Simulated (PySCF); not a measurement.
H2Se, SMILES [SeH2]. Geometry optimised at ωB97X-D3(BJ)/def2-TZVPD.

TDDFT-PBE0/def2-TZVPD run with PySCF puts the lowest singlet excitations at 5.38, 5.62, 7.01, 7.13, 7.42, 7.99 eV.

Question: What are the lowest excitation roots from ADC(2)/aug-cc-pVDZ run with PySCF? (An estimate is asked for; the answer gives what the named calculation found.)

Answer: 5.58, 5.60, 7.31, 7.70, 8.14, 8.57 eV. S1 differs by 0.21 eV (second minus first; roots are paired by order, and the bases may differ).
